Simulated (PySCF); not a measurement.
H$_{3}$Al (SMILES [AlH3]), singlet, at a GFN2-xTB geometry (such geometries of metal compounds can be far from the true shape). Base run: PySCF with B3LYP/3-21G.

PySCF was given this input:
```python
from pyscf import gto, scf, dft

mol = gto.Mole()
mol.atom = '''
    Al   -0.00000000   -0.00000000   -0.00000000
    H     0.64279377   -0.45514932    1.33855567
    H    -0.27575805    1.50677855   -0.25622634
    H    -0.36703572   -1.05162922   -1.08232933
'''
mol.basis = '3-21g'
mol.verbose = 4
mol.build()

mf = dft.RKS(mol)
mf.xc = 'b3lyp'
mf.kernel()
```

Each row names what was changed in the base input (with any setting that the change needs).

```json
[
 {"change": "base", "E (Eh)": "-242.86039", "HOMO (eV)": "-8.43", "HOMO-LUMO gap (eV)": "6.43"},
 {"change": "functional = pbe", "E (Eh)": "…", "HOMO (eV)": "…", "HOMO-LUMO gap (eV)": "…"},
 {"change": "functional = lda,vwn", "E (Eh)": "-241.73554", "HOMO (eV)": "-7.36", "HOMO-LUMO gap (eV)": "4.60"},
 {"change": "functional = scan", "E (Eh)": "…", "HOMO (eV)": "…", "HOMO-LUMO gap (eV)": "…"},
 {"change": "functional = b3lyp5", "E (Eh)": "-242.80059", "HOMO (eV)": "-8.34", "HOMO-LUMO gap (eV)": "6.42"},
 {"change": "functional = x3lyp", "E (Eh)": "-242.81456", "HOMO (eV)": "-8.47", "HOMO-LUMO gap (eV)": "6.52"},
 {"change": "functional = pw91,pw91", "E (Eh)": "-242.80155", "HOMO (eV)": "-7.42", "HOMO-LUMO gap (eV)": "4.76"},
 {"change": "functional = tpssh", "E (Eh)": "…", "HOMO (eV)": "…", "HOMO-LUMO gap (eV)": "…"},
 {"change": "functional = bp86", "E (Eh)": "-242.85037", "HOMO (eV)": "-7.49", "HOMO-LUMO gap (eV)": "4.88"},
 {"change": "functional = o3lyp", "E (Eh)": "-242.82346", "HOMO (eV)": "-7.91", "HOMO-LUMO gap (eV)": "5.78"},
 {"change": "functional = bhandhlyp", "E (Eh)": "-242.83619", "HOMO (eV)": "-9.82", "HOMO-LUMO gap (eV)": "8.79"},
 {"change": "functional = m06l", "E (Eh)": "…", "HOMO (eV)": "…", "HOMO-LUMO gap (eV)": "…"},
 {"change": "functional = revpbe", "E (Eh)": "-242.77571", "HOMO (eV)": "-7.36", "HOMO-LUMO gap (eV)": "4.85"}
]
```

Q: Some entries are withheld; supply them.

A: 
- functional = pbe, E (Eh): -242.67764
- functional = pbe, HOMO (eV): -7.37
- functional = pbe, HOMO-LUMO gap (eV): 4.78
- functional = scan, E (Eh): -242.82777
- functional = scan, HOMO (eV): -7.71
- functional = scan, HOMO-LUMO gap (eV): 5.46
- functional = tpssh, E (Eh): -242.85945
- functional = tpssh, HOMO (eV): -8.14
- functional = tpssh, HOMO-LUMO gap (eV): 6.02
- functional = m06l, E (Eh): -242.83425
- functional = m06l, HOMO (eV): -7.72
- functional = m06l, HOMO-LUMO gap (eV): 5.83

Total energies compare only within one method and basis.
